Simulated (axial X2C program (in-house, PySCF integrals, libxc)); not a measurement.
**Testing model relations on AlZn**

A bond curve at the PBE0 level, two-component, was computed with an axial X2C code built on PySCF integrals (basis Zn dyall-cv3z [9s10p6d3f2g], Al dyall-v3z [8s8p2d1f] (cores contracted in-house)) for the state Ω = 1/2 (⟨Sz⟩ = -0.50, ⟨Lz⟩ = 1.00 at PBE0). Its fit gives Re = 2.6783 Å, ωe = 172.5 cm⁻¹, ωexe = 2.09 cm⁻¹ and αe = 1.574e-03 cm⁻¹; the masses are 63.9291 and 26.9815 u. Two-component means X2C with spin–orbit coupling and atomic mean-field Coulomb and Gaunt terms.

**Question.** Find the reduced mass, Be and the force constant.

**Answer.** From the PBE0 values: μ = 18.9736 u. Be = 16.8576/(μ Re²) = 0.1239 cm⁻¹. k = 5.8918×10⁻⁷ μ ωe² = 0.333 mdyn/Å.

**Question.** Where do the fundamental and the first overtone lie?

**Answer.** ν(1←0) = ωe − 2ωexe = 168.3 cm⁻¹; ν(2←0) = 2ωe − 6ωexe = 332.5 cm⁻¹.

**Question.** Estimate the centrifugal constant by the Kratzer relation.

**Answer.** D = 4Be³/ωe² = 2.55e-07 cm⁻¹.

**Question.** A Morse curve ties αe to the other constants (Pekeris). How well does that hold?

**Answer.** αe(Morse) = 6Be²/ωe × (√(ωexe/Be) − 1) = 1.658e-03 cm⁻¹; the PBE0 curve gives 1.574e-03 cm⁻¹, a ratio of 1.05.

**Question.** Estimate De from a Morse curve and compare with the computed well depth of 0.353 eV to Zn + Al.

**Answer.** De(Morse) = ωe²/(4ωexe) = 0.441 eV against 0.353 eV computed, a ratio of 1.25. The extrapolation overshoots: the well softens faster than a Morse curve, or the lowest atomic limit lies below the one to which the curve heads.

Occupations by symmetry block were frozen at the best pattern of an incomplete PBE0 search. Dissociation energies refer to the lowest single-determinant-based atoms at the same level and basis. Density functionals use the spin component along the axis (collinear). The 2c atoms are single determinants rather than J levels; their spin–orbit lowering is only partly caught, and De is too large by that part. This holds for PBE0. PBE0 can misorder states that lie within some tenths of an eV, so this need not be the ground state of the molecule. The nearest other 2c determinant of the search, Ω = 3/2, lies 0.02 eV up at the distance of the search. Without a current term, density functionals place determinants with orbital angular momentum somewhat too high. The atomic limit has a lower orbital projection than the molecule and lies lower at mean-field level, so De may be about a tenth of an eV too small.
